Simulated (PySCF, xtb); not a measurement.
arsenic trifluoride anion (AsF3), SMILES F[As](F)F (connectivity only; charge and spin as stated), charge -1, multiplicity 2.

Harmonic wavenumbers (cm⁻¹) from GFN2-xTB (xtb) at its own minimum, in rising order: 33, 145, 248, 290, 354, 454.

Question: What does TPSSh-D3(BJ)/def2-SVPD (PySCF) give at its own minimum? (Estimate from the structure and the level; the computed values follow.)

Answer: 91, 183, 281, 421, 424, 594. Paired by order, the mean absolute difference is 78 cm⁻¹ and the zero-point energies are 2.2 and 2.9 kcal/mol.
